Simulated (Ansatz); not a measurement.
Diatomic CoCl, multiplicity 3 (the spin of the measured ground state). No spin–orbit coupling. Co is treated without relativity.

The constants come from a fifth-degree fit in 1/R (seven points, main isotopes). In def2 and cc sets the state is the lowest found near the PBE0 minimum, followed along R.

The values were computed with Ansatz (an electronic-structure program). Values without a source in brackets are computed.

Energies at B3LYP/def2-TZVPP:

```csv
R (Å),E (hartree)
1.946714,-1843.06175510
1.999045,-1843.06626752
2.047189,-1843.06857260
2.101613,-1843.06947250
2.156038,-1843.06893333
2.218835,-1843.06693108
2.292098,-1843.06321380
```

Q: With a reduced mass of 21.9466 u, find the minimum, the force constant and the constants.

A: A fifth-degree polynomial in 1/R puts the minimum at r_e = 2.1063 Å with force constant 207 N/m. Then ω_e = (1/2πc)√(k/μ) = 400 cm⁻¹ and B_e = h/(8π²cμr_e²) = 0.1731 cm⁻¹; the cubic and quartic terms give α_e = 0.00096 and ω_e x_e = 1.5 cm⁻¹.
